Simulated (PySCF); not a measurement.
# Potential energy of RbZn along the bond

Set-up: Rb def2-SVP with ECP28, Zn def2-SVP; scalar-relativistic core potentials (PySCF 2.14). Energies in eV from Rb + Zn in their ground configurations at the same level. All curves are PBE0. state 1: ²Σ⁺ (doublet), unpaired electrons σ ↑; state 2: doublet, unpaired electrons π ↑, a second solution, started from another occupation; state 3: quartet, unpaired electrons σ ↑↑, π ↑, a second solution, started from another occupation.

| R (Å) | state 1 | state 2 | state 3 |
| --- | --- | --- | --- |
| 3.567 | -0.0276 | 0.9643 | 3.8006 |
| 3.733 | -0.0523 | 1.0101 | 3.8247 |
| 3.899 | -0.0643 | 1.0599 | 3.8666 |
| 4.024 | -0.0680 | 1.0971 | 3.9066 |
| 4.148 | -0.0687 | 1.1326 | 3.9521 |
| 4.272 | -0.0675 | 1.1655 | 4.0020 |
| 4.438 | -0.0638 | 1.2052 | 4.0740 |
| 4.646 | -0.0575 | 1.2472 | 4.1701 |
| 4.895 | -0.0489 | 1.2875 | 4.2898 |
| 5.226 | -0.0376 | 1.3270 | 4.4465 |

Put a parabola through the three lowest points of the state 1 curve and estimate Re, k and ωe (reduced mass 36.47 u; 1 eV/Å² = 0.16022 mdyn/Å; ωe = 1302.8·√(k/μ) cm⁻¹).

Through R = 4.024, 4.148, 4.272 Å the second-order coefficient is 0.0618 eV/Å², so Re ≈ 4.132 Å, k ≈ 0.0198 mdyn/Å and ωe ≈ 30 cm⁻¹. A polynomial fit of higher order to the unrounded PBE0 energies gives Re = 4.124 Å, k = 0.0221 mdyn/Å, ωe = 32.1 cm⁻¹; anharmonicity and rounding make the difference.

The higher-order fit for each curve: state 1: Re = 4.124 Å, ωe = 32.1 cm⁻¹, De = 0.069 eV. State 2 gave no clean fit. State 3 gave no clean fit.

The bond is weak. Basis-set superposition, not corrected here, can be much of De in a small basis, most of all at correlated wavefunction levels. Functionals without a dispersion term scatter widely for such bonds, and LDA overbinds them. Spin–orbit coupling is left out. The state is the lowest determinant that a PBE0 search found; another state may lie lower at other levels.
